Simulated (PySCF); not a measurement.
## Distorted geometries of [Bi(SH)2]+

[Bi(SH)2]+ (singlet). PySCF 2.14.0, RKS BP86, Bi def2-SVP with ECP60, S def2-SVP, H def2-SVP; non-relativistic Hamiltonian with scalar-relativistic core potentials where named; density fitting; no spin-orbit coupling. Relaxed geometry:

```xyz
5

Bi    0.0000    1.3929   -0.3567
S     0.0000   -0.3732    1.4091
H     0.0000    0.5278    2.4427
S     0.0000   -0.1303   -2.3330
H     0.0000   -1.3087   -1.6332
```

Question: Order these distorted geometries by energy above the relaxed one, lowest first.
A.
```xyz
5

Bi   -0.0121    1.3697   -0.3389
S     0.0321   -0.3713    1.3730
H    -0.0338    0.5492    2.4847
S     0.0141   -0.1040   -2.3728
H    -0.0002   -1.3351   -1.6170
```
B.
```xyz
5

Bi    0.0917    1.3641   -0.2957
S     0.0132   -0.4414    1.3288
H    -0.0159    0.6144    2.4105
S    -0.0491   -0.0819   -2.3176
H    -0.0399   -1.3468   -1.5970
```
C.
```xyz
5

Bi   -0.0934    1.3239   -0.3394
S    -0.0460   -0.4325    1.3716
H     0.1363    0.5857    2.4746
S    -0.0067   -0.1122   -2.4134
H     0.0098   -1.2565   -1.5645
```

Answer: A (0.14 eV), C (0.28 eV), B (0.32 eV).

Question: Which forces (eV/Å) act in the one that lies 0.28 eV up?

Answer: 
```
Bi   0.04  0.55 -0.70
S    0.34  1.14  2.05
H   -0.34 -1.61 -1.65
S   -0.06 -0.82  1.23
H    0.02  0.73 -0.93
```
Forces carry noise of the integration grid, about 0.01 to 0.03 eV/Å.
